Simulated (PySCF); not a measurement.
Cl$_{4}$SW (SMILES [S]=[W]([Cl])([Cl])([Cl])[Cl]), singlet, geometry from GFN2-xTB (such geometries of metal compounds can be far from the true shape) (core potentials on W).

Here is a job for PySCF.
```python
from pyscf import gto, scf, dft

mol = gto.Mole()
mol.atom = '''
    W     0.05136557   -0.02213398    0.05443562
    S     1.49823173   -0.64560426    1.58777894
    Cl   -1.46040727    0.62930529   -1.54769376
    Cl    0.27309176    2.15259903    0.49173666
    Cl    1.19778788   -0.92365033   -1.63163749
    Cl   -1.64416414   -1.15427854    0.95625937
'''
mol.basis = 'def2-tzvp'
mol.ecp = {'W': 'def2-tzvp'}
mol.verbose = 4
mol.build()

mf = dft.RKS(mol)
mf.xc = 'tpss'
mf = mf.density_fit(auxbasis='def2-universal-jkfit')
mf.kernel()
```

**Question.** Predict the nuclear repulsion energy from PySCF with DF-TPSS/def2-TZVP.

**Answer.** 711.4234 Eh

**Question.** Give the HOMO energy at the level DF-TPSS/def2-TZVP.

**Answer.** -7.26 eV

**Question.** Predict the Mulliken (on the basis functions themselves) charges in atom order from DF-TPSS/def2-TZVP.

**Answer.** W1 1.00, S2 -0.19, Cl3 -0.27, Cl4 -0.18, Cl5 -0.18, Cl6 -0.18
